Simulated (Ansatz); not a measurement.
A nudged elastic band was laid between two geometries of BH₅InNOS (10 atoms, charge 0, multiplicity 1).

Theory: RKS BHLYP/def2-SVP in Ansatz 0.2.0.

| Quantity | Value |
| --- | --- |
| movable images | 5 |
| climbing image | yes |
| spring | 0.1 eV/Å² |
| optimiser | quadratic models (default) |
| start path | through a guess of the saddle point |
| force threshold | 0.05 eV/Å |
| iteration limit | 60 |
| end points | relaxed |

First end point:

```xyz
10
Properties=species:S:1:pos:R:3
N 0.798 1.250 1.567
In 0.557 0.115 -0.081
O 1.871 0.823 -1.413
B -0.954 -1.515 -0.455
S -2.709 -1.318 -0.526
H 1.588 1.870 1.643
H 0.451 1.002 2.478
H 1.865 0.425 -2.279
H -0.617 -2.649 -0.635
H -2.851 -0.003 -0.299
```

Last end point:

```xyz
10
Properties=species:S:1:pos:R:3
N 0.953 1.414 1.661
In 0.770 0.247 0.016
O 1.864 1.127 -1.411
B -0.311 -1.681 -0.202
S -1.961 -1.593 -0.835
H 1.701 2.090 1.676
H 0.802 1.051 2.588
H 1.902 0.681 -2.253
H -2.734 -2.665 -0.563
H -2.985 -0.670 -0.676
```

**Question.** What changes between the two ends?

**Answer.** Bonds broken: B4–H9. Bonds formed: S5–H9.

**Question.** What energy profile does the band end with?

**Answer.** It converged. The highest image is number 4 of 0 to 6, 113.9 kcal/mol above the first end and 19.0 kcal/mol above the last; the last end lies 94.8 kcal/mol above the first. Neighbouring images differ by up to 3.5 eV, so the band resolves the path poorly. Another band between the same ends (5 images) ends at a top of the same energy, where a vibrational analysis finds 1 clearly imaginary mode. The orbitals stay closed-shell, which can raise the energy where a bond breaks towards radicals; this wasn't checked here.

```csv
image,path coordinate (Å),energy (kcal/mol),B4–H9 (Å),S5–H9 (Å)
0,0.00,0.0,1.20,2.48
1,0.80,0.0,1.20,2.48
2,1.61,0.6,1.20,2.44
3,2.44,33.5,1.23,1.96
4,3.28,113.9,1.79,1.40
5,4.11,98.0,2.45,1.34
6,4.95,94.8,2.64,1.35
```

**Question.** What is the geometry of the highest image?

**Answer.** 
```xyz
10
Properties=species:S:1:pos:R:3:forces:R:3
N 0.943 1.222 1.645 0.00 0.01 -0.01
In 0.691 0.242 -0.108 0.00 0.00 0.00
O 1.889 1.164 -1.424 0.00 0.00 0.00
B -0.525 -1.578 -0.513 0.01 0.00 0.00
S -2.287 -1.698 -0.931 -0.01 0.00 -0.01
H 1.730 1.846 1.732 0.00 0.00 0.01
H 0.737 0.799 2.535 0.00 0.00 0.01
H 1.914 0.801 -2.305 0.00 0.00 0.00
H -1.964 -2.263 0.306 0.00 0.00 0.00
H -3.128 -0.533 -0.936 0.00 0.00 0.00
```

Run time: 5.8 min on 2 threads of Arm Neoverse V2, with other jobs on the host, peak memory 0.27 GiB.
